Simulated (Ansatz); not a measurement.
Geometry optimisation, Ansatz, RKS PBE0-D4/def2-SVP.

Input:

```yaml
crystal:
  periodic: [false, false, false]
  atoms:
    - { symbol: Ga, position_ang: [-0.119137, 0.509237, -0.411853] }
    - { symbol: Cl, position_ang: [0.024728, -0.054574, 2.971733] }
    - { symbol: H, position_ang: [1.238528, -0.168722, -0.720575] }
    - { symbol: O, position_ang: [-1.759107, -0.094811, -0.687388] }
    - { symbol: H, position_ang: [-1.813554, -1.017252, -0.960796] }
    - { symbol: Br, position_ang: [-0.181778, 2.762875, 0.380255] }
    - { symbol: H, position_ang: [-0.17318, 1.226947, 2.658923] }
basis:
  gaussian: { orbitals: def2-SVP }
hamiltonian:
  xc: pbe0
  dispersion: d4
relax:
  f_tol: 0.03
  max_steps: 50
```

Launched with:

```bash
$ ansatz run input.yaml --threads 4 --pin off --max-ram 5120MiB --backend cpu --events-out ev --progress --plain --runs-dir out
```

Question: Where does it end, and by what steps?

Answer: It converged. After 8 steps the energy has fallen by 0.152 eV; Cl2 moved furthest, 0.44 Å.

| step | energy less start (eV) | largest force component (eV/Å) | accepted |
| --- | --- | --- | --- |
| 0 | 0.0000 | 1.076 | yes |
| 1 | -0.1037 | 0.577 | yes |
| 2 | -0.1316 | 0.460 | yes |
| 3 | -0.1071 | 1.204 | no |
| 4 | -0.1405 | 0.750 | yes |
| 5 | -0.1486 | 0.392 | yes |
| 6 | -0.1423 | 0.548 | no |
| 7 | -0.1518 | 0.069 | yes |
| 8 | -0.1520 | 0.029 | yes |

```xyz
7
Properties=species:S:1:pos:R:3
Ga -0.108 0.508 -0.197
Cl -0.015 -0.071 2.532
H 1.239 -0.165 -0.576
O -1.746 -0.081 -0.569
H -1.778 -0.995 -0.872
Br -0.186 2.748 0.409
H -0.190 1.219 2.504
```

Whether the end is a true minimum wasn't checked by a vibrational analysis.

The run took 15 s on 4 threads of Intel(R) Xeon(R) Platinum 8488C (Sapphire Rapids), with other jobs on the host, peak memory 0.31 GiB.
